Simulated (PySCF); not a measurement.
**Running PySCF for SrLi⁻**

The script input.py:

```python
from pyscf import gto, dft

mol = gto.M(
    atom='Sr 0 0 0; Li 0 0 3.095',
    basis='cc-pvdz-dk',
    charge=-1,
    spin=0,
    symmetry=True,
    verbose=4,
)
mf = dft.RKS(mol, xc='pbe')
mf = mf.sfx2c1e()
mf.kernel()
mf.analyze()
print('orbital energies (hartree):', mf.mo_energy[..., max(0, mol.nelec[1]-3):mol.nelec[0]+3].round(4))
```

```bash
$ python input.py
```

It prints (some set-up lines removed):

```
PySCF version 2.14.0

[INPUT] Symbol           X                Y                Z      unit          X                Y                Z       unit  Magmom
[INPUT]  1 Sr     0.000000000000   0.000000000000   0.000000000000 AA    0.000000000000   0.000000000000   0.000000000000 Bohr   0.0
[INPUT]  2 Li     0.000000000000   0.000000000000   3.095000000000 AA    0.000000000000   0.000000000000   5.848702355529 Bohr   0.0

nuclear repulsion = 19.4915030839677
point group symmetry = Coov
symmetry origin: [0.         0.         0.42795383]
symmetry axis x: [1. 0. 0.]
symmetry axis y: [0. 1. 0.]
symmetry axis z: [0. 0. 1.]
num. orbitals of irrep A1 = 20
num. orbitals of irrep E1x = 11
num. orbitals of irrep E1y = 11
num. orbitals of irrep E2x = 4
num. orbitals of irrep E2y = 4
number of shells = 11
number of NR pGTOs = 152
number of NR cGTOs = 50
basis = cc-pvdz-dk
ecp = {}

******** <class 'pyscf.x2c.sfx2c1e.sfX2C1eSymAdaptedRKS'> ********
method = sfX2C1eSymAdaptedRKS
initial guess = minao
damping factor = 0
level_shift factor = 0
DIIS = <class 'pyscf.scf.diis.CDIIS'>
SCF conv_tol = 1e-09
SCF max_cycles = 50
XC functionals = pbe

grids dens level: 3

******** <class 'pyscf.x2c.sfx2c1e.SpinFreeX2CHelper'> ********
approx = 1e
xuncontract = 1
Freeze 0 electrons in irreps []
    42 free electrons in irreps A1 E1x E1y E2x E2y
Initial guess from minao.
tot grids = 35632
init E= -3186.32413944558
HOMO (A1) = -0.100126491670101  LUMO (E1y) = -0.0874679308501258  gap/eV = 0.34446
cycle= 1 E= -3186.26434691859  delta_E= 0.0598  |g|= 0.137  |ddm|= 2.47
HOMO (A1) = 0.0646701663146458  LUMO (E1y) = 0.0905441944222671  gap/eV = 0.70407
cycle= 2 E= -3186.21515864113  delta_E= 0.0492  |g|= 0.232  |ddm|=  4.6
HOMO (A1) = 0.0441714262444868  LUMO (E1y) = 0.0612534879694363  gap/eV = 0.46483
cycle= 3 E= -3186.29729875594  delta_E= -0.0821  |g|= 0.0247  |ddm|= 3.22
HOMO (A1) = 0.0366547915476146  LUMO (E1y) = 0.0560419983035116  gap/eV = 0.52755
cycle= 4 E= -3186.29522519447  delta_E= 0.00207  |g|= 0.0424  |ddm|= 0.945
HOMO (A1) = 0.0364222829879268  LUMO (E1y) = 0.055545028778174  gap/eV = 0.52036
cycle= 5 E= -3186.29894733254  delta_E= -0.00372  |g|= 0.00368  |ddm|= 0.447
HOMO (A1) = 0.035921043606704  LUMO (E1y) = 0.0553657821534294  gap/eV = 0.52912
cycle= 6 E= -3186.2989798557  delta_E= -3.25e-05  |g|= 0.000705  |ddm|= 0.059
HOMO (A1) = 0.0355428106345613  LUMO (E1y) = 0.0550007675053148  gap/eV = 0.52948
cycle= 7 E= -3186.29898082598  delta_E= -9.7e-07  |g|= 0.000226  |ddm|= 0.0285
HOMO (A1) = 0.0355163690463349  LUMO (E1y) = 0.0549950310539881  gap/eV = 0.53004
cycle= 8 E= -3186.29898087289  delta_E= -4.69e-08  |g|= 4.4e-05  |ddm|= 0.00214
HOMO (A1) = 0.0355260926376277  LUMO (E1y) = 0.0550042012137228  gap/eV = 0.53003
cycle= 9 E= -3186.29898087809  delta_E= -5.2e-09  |g|= 8.13e-06  |ddm|= 0.00214
HOMO (A1) = 0.0355256893422642  LUMO (E1y) = 0.0550036428251157  gap/eV = 0.53002
cycle= 10 E= -3186.29898087822  delta_E= -1.25e-10  |g|= 1.82e-06  |ddm|= 0.000177
HOMO (A1) = 0.0355255215254383  LUMO (E1y) = 0.0550035262003268  gap/eV = 0.53002
Extra cycle  E= -3186.29898087818  delta_E= 4.09e-11  |g|= 4.53e-06  |ddm|= 5.15e-05
converged SCF energy = -3186.29898087818
**** SCF Summaries ****
Total Energy =                       -3186.298980878178554
Nuclear Repulsion Energy =              19.491503083967689
One-electron Energy =                -4451.770044388940732
Two-electron Energy =                 1245.979560426794478
Two-electron Coulomb Energy =         1353.508215463750730
DFT Exchange-Correlation Energy =     -107.528655036956309
HOMO-LUMO gap [eV] =                     0.530023504107756
Wave-function symmetry id = 0
**** MO energy ****
[10 lines left out]
MO #11 (E2y #1), energy= -4.55554365009838 occ= 2
MO #12 (E1x #3), energy= -4.55438806147596 occ= 2
MO #13 (E1y #3), energy= -4.55438806147596 occ= 2
MO #14 (A1 #6), energy= -4.55393817438078 occ= 2
MO #15 (A1 #7), energy= -1.69508068414549 occ= 2
MO #16 (A1 #8), energy= -1.36606112120583 occ= 2
MO #17 (E1x #4), energy= -0.703980130676844 occ= 2
MO #18 (E1y #4), energy= -0.703980130676844 occ= 2
MO #19 (A1 #9), energy= -0.699791722740173 occ= 2
MO #20 (A1 #10), energy= -0.0168883332212061 occ= 2
MO #21 (A1 #11), energy= 0.0355255215254383 occ= 2
MO #22 (E1x #5), energy= 0.0550035262003268 occ= 0
MO #23 (E1y #5), energy= 0.0550035262003268 occ= 0
MO #24 (A1 #12), energy= 0.0697650421890669 occ= 0
[26 lines left out]
 ** Mulliken pop on meta-lowdin orthogonal AOs  **
 ** Mulliken pop  **
pop of  0 Sr 1s           2.00000
pop of  0 Sr 2s           2.00000
pop of  0 Sr 3s           2.00000
pop of  0 Sr 4s           1.99997
pop of  0 Sr 5s           1.95212
pop of  0 Sr 6s           0.04994
pop of  0 Sr 2px          2.00000
pop of  0 Sr 2py          2.00000
pop of  0 Sr 2pz          2.00000
pop of  0 Sr 3px          1.99999
pop of  0 Sr 3py          1.99999
pop of  0 Sr 3pz          1.99999
[38 lines left out]
 ** Mulliken atomic charges  **
charge of    0Sr =     -0.12822
charge of    1Li =     -0.87178
Dipole moment(X, Y, Z, Debye):  0.00000, -0.00000, -6.24173
orbital energies (hartree): [-0.6998 -0.0169  0.0355  0.055   0.055   0.0698]
```

In short: E(SCF) = -3186.298981 Eh, 10 cycles.

Wall time 2.8 s on one thread of a shared host.

The basis has no diffuse functions, which an anion needs. Stability towards an unrestricted solution was not tested. The bond length is a typed value, not an optimised one. The dipole of an ion depends on the origin.
